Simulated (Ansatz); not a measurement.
Reaction (ligand exchange at a Ge–C bond): `C[CH]([GeH3])Br` + `CO[SiH2]N` → `CO[SiH2][NH][GeH3]` + `CCBr`

Computed with Ansatz on PBE0-D4/def2-TZVP structures; ΔE is electronic, products minus reactants. CCSD(T)/CBS is the MP2 limit (def2-TZVPP, def2-QZVPP) plus CCSD(T) − MP2 in def2-TZVPP, frozen cores. This one scheme is used for every species. DFT in def2-TZVPP. B3LYP here is the variant with VWN-RPA as its local correlation; programs differ in this. For Br, Ge outer-core shells are correlated without core-valence functions, which leaves a few kJ/mol of doubt a bond. Scalar relativity is left out up to krypton. One conformer a species, not always the lowest.

Is it downhill or uphill in electronic energy at CCSD(T)/CBS, and by how much? (An estimate is asked.)

Ansatz gave: Downhill: ΔE = -5.8 kcal/mol.

What do these levels give: PBE-D4, PBE0-D4, B3LYP-D4, ωB97X-V, ωB97M-V, B2PLYP, PBE, r2SCAN, PBE0, B3LYP, CCSD(T)/def2-TZVPP, HF/CBS(def2)? (Best estimate.)

Ansatz gave: PBE-D4 -5.5, PBE0-D4 -6.4, B3LYP-D4 -7.2, ωB97X-V -7.1, ωB97M-V -6.5, B2PLYP -7.4, PBE -5.8, r2SCAN -6.6, PBE0 -6.6, B3LYP -7.7, CCSD(T)/def2-TZVPP -6.9, HF/CBS(def2) -11.4 kcal/mol.

Largest T1 diagnostic among the species: 0.011.

In def2-TZVPP, CCSD(T) changes the Hartree–Fock value by +4.3 kcal/mol (the triples alone add +0.5 kcal/mol) and MP2 by +4.9 kcal/mol. From PBE to PBE0 (25 % exact exchange), in def2-TZVPP and without D4, ΔE moves by −0.8 kcal/mol.
